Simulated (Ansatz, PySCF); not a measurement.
As (SMILES [As]), quartet. Base run: CAMB3LYP/cc-pVDZ in PySCF.

PySCF was given this input:
```python
from pyscf import gto, scf, dft

mol = gto.M(
    atom='''
As    0.00000000    0.00000000    0.00000000
''',
    basis='cc-pvdz',
    spin=3,
    verbose=4,
)

mf = dft.UKS(mol)
mf.xc = 'camb3lyp'
mf.kernel()
```

The same geometry, method and basis name were run in Ansatz (a quantum-chemistry and plane-wave program) and PySCF, at each program's defaults and at the settings that a row names. The base is PySCF at its defaults. Differences at the defaults can come from grids, fitting, cores and function types together.

```
code and settings                                                               ΔE vs base (µEh)  basis functions       E (Eh)  SCF cycles
------------------------------------------------------------------------------  ----------------  ---------------  -----------  ----------
PySCF, defaults (exact integrals, its default grid, spherical functions)                     0.0               27  -2235.90370           7
Ansatz, defaults (factorised integrals, its default grid, spherical functions)               0.0               27  -2235.90370           -
PySCF, density fitting with def2-universal-jkfit                                           -46.5               27  -2235.90375           7
PySCF, fine grid                                                                             0.1               27  -2235.90370           7
Ansatz, high accuracy                                                                       -0.1               27  -2235.90370           -
```

Open shells are given as the SCF converged; they aren't shown to be the lowest states, and a large step between rows can be another state.
